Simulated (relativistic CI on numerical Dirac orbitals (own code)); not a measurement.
## What each ingredient does to the levels of Ta44+

Base calculation: Dirac-Coulomb-Breit CI, orbitals from a KLI potential per configuration, QED by a radiative potential, unscaled Slater integrals.

Configuration list (outside the closed core [Ar]): 3d10 4s, 3d10 4p, 3d10 4d, 3d10 4f, 3d10 5s, 3d10 5p, 3d10 5d, 3d10 5f, 3d10 5g, 3d10 6s, 3d10 6p, 3d10 6d, 3d9 4s2, 3d10 6f, 3d9 4s 4p, 3d10 7s, 3d10 8s, 3d9 4s 4d, 3d9 4s 4f, 3d9 4s 5s, 3d9 4s 5p, 3d9 4s 5d, 3d9 4s 5f. Double excitations out of closed p, d and f shells are left out; levels of such configurations are missing from the list, as are those of other unlisted configurations, and high levels can miss mixing partners.

Variants: (1) P86 correlation estimate. Shifts of the energy above 3d10 4s 2S_1/2, in eV, for the lowest level and the first level of each name with at least 55 % of one term (blank where a level changes its place among those of its configuration and J or its character, or is not in the variant):

```
          Level     Base   Δ(1)
 3d10 4s 2S_1/2     0.00   0.00
3d10 4p 2P°_1/2    95.02  +0.08
3d10 4p 2P°_3/2   189.20  +0.08
 3d10 4d 2D_3/2   336.77  +0.14
 3d10 4d 2D_5/2   356.78  +0.14
3d10 4f 2F°_5/2   514.34  +0.41
3d10 4f 2F°_7/2   519.28  +0.41
 3d10 5s 2S_1/2   928.41  -0.28
3d10 5p 2P°_1/2   974.66  -0.25
3d10 5p 2P°_3/2  1018.82  -0.25
 3d10 5d 2D_3/2  1089.02  -0.24
 3d10 5d 2D_5/2  1098.69  -0.24
3d10 5f 2F°_5/2  1168.52  +0.38
3d10 5f 2F°_7/2  1171.41  +0.38
 3d10 5g 2G_7/2  1206.68  +0.37
 3d10 5g 2G_9/2  1207.84  +0.37
 3d10 6s 2S_1/2  1390.83  -0.15
3d10 6p 2P°_1/2  1416.57  -0.15
3d10 6p 2P°_3/2  1440.87  -0.15
 3d10 6d 2D_3/2  1479.73  -0.14
 3d10 6d 2D_5/2  1485.16  -0.14
 3d9 4s2 2D_5/2  1492.62  +1.45
```

At this charge energies of transitions that change n are usually good to better than 1 %, and those within a shell (Δn = 0) to a few per cent.

Ionisation energy from the two ground configurations alone: base 2314.84 eV. The NIST ASD value (semi-empirical) is 2314.7 eV.

LS names give the leading component of a level, which can be under half, so a name can repeat, a term be missing and a line seem to break the LS rules.
